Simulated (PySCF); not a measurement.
Atoms are numbered as in `[CH2:1]=[C:2]([SiH2:3][NH2:4])[C:5](=[O:6])[CH2:7][O:8][CH3:9]`. Hydrogens are named by the atom that carries them. Ha(C1) is cis to Si3; Hb(C1) is trans to Si3.

No relativistic terms, rapidly exchanging positions averaged, one conformer, gas phase. σ from GIAO-PBE0/pcSseg-1; coordinates at the GFN2-xTB level; PySCF.

Question: Predict the 2D correlation tables (HSQC, COSY, HMBC).

Answer: 

HSQC (one-bond C–H):
```csv
δH,δC
7.00 (Hb(C1)),146.6 (C1)
6.04 (Ha(C1)),146.6 (C1)
4.05 (H(C7)),81.8 (C7)
3.61 (H(C9)),59.9 (C9)
```

COSY cross peaks (H two or three bonds apart, from the bond graph; peaks can be absent where the dihedral angle is near 90°):
```csv
δH,δH
7.00 (Hb(C1)),6.04 (Ha(C1))
```

HMBC (two and three bonds, from the bond graph):
```csv
δH,δC
7.00 (Hb(C1)),"208.3 (C5), 160.7 (C2)"
6.04 (Ha(C1)),"208.3 (C5), 160.7 (C2)"
4.66 (H(Si3)),"208.3 (C5), 160.7 (C2), 146.6 (C1)"
4.05 (H(C7)),"208.3 (C5), 160.7 (C2), 59.9 (C9)"
3.61 (H(C9)),81.8 (C7)
```

Chemical shifts δ = σref − σ; ¹H, ¹³C against TMS, all at this level.

Short H···H contacts in this conformer between protons four or more bonds apart (candidates for NOE cross peaks, intensity ∝ r⁻⁶): H(C7)···H(C9) 2.36 Å, H(Si3)···H(C7) 2.72 Å.

OH/NH shifts are gas-phase values; hydrogen bonding in solution moves them, usually downfield. Shifts are as computed. Against solution values, carbons near 30 ppm lie about +3 ppm off and those near 130 ppm about +5 ppm. Of 1309 compounds with measured shifts, 239 miss one by over three times the rms of a fit or turn the order of signals round; such compounds aren't used in these exercises.
